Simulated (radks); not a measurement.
Ge XI, 22 electrons, occupied as [Ne] 3s1 3p6 3d4 4f1 (not the ground configuration).

All-electron calculation, scalar-relativistic Kohn-Sham, r2SCAN, spin-unpolarised, spherical densities, finite nucleus; meta-GGA in the generalised Kohn-Sham scheme; Fermi nuclear charge, rms radius 4.0742 fm. Program: a radial shooting solver on a logarithmic mesh with Libxc functionals.

Energy parts (hartree):
| part | energy |
|---|---|
| total | -2046.63089 |
| kinetic | 2084.90028 |
| electron-nucleus | -4706.57814 |
| Hartree | 644.63540 |
| exchange-correlation | -69.58843 |

Orbitals (lengths in bohr, moments of r in powers of bohr; <r^-3> diverges for s and p1/2; r(max) is where P^2 peaks):
orbital  occ.  eigenvalue (hartree)   r(max)     <r^2>      <r>  <r^-3>
1s          2             -414.8804  0.03073  0.002975  0.04701       -
2s          2             -61.75371   0.1758   0.05161   0.2092       -
2p          6             -55.29436   0.1412   0.04107   0.1832   998.3
3s          1             -15.79424   0.5219    0.3803   0.5774       -
3p          6             -13.72557   0.5156    0.3893   0.5801   168.3
3d          4             -10.43734   0.4489    0.3693   0.5583   21.78
4f          1              -3.66281    1.324     2.545    1.501  0.7784

The highest occupied level is 4f at -99.670 eV. Summed over all electrons, <r^2> = 7.093 bohr^2, which gives a Langevin (diamagnetic) susceptibility term of -5.62 x 10^-6 cm^3/mol. The density falls to 0.001 e/bohr^3 at r = 2.66 bohr. The electron density at the nucleus is 3.186e+04 e/bohr^3 (large components only).
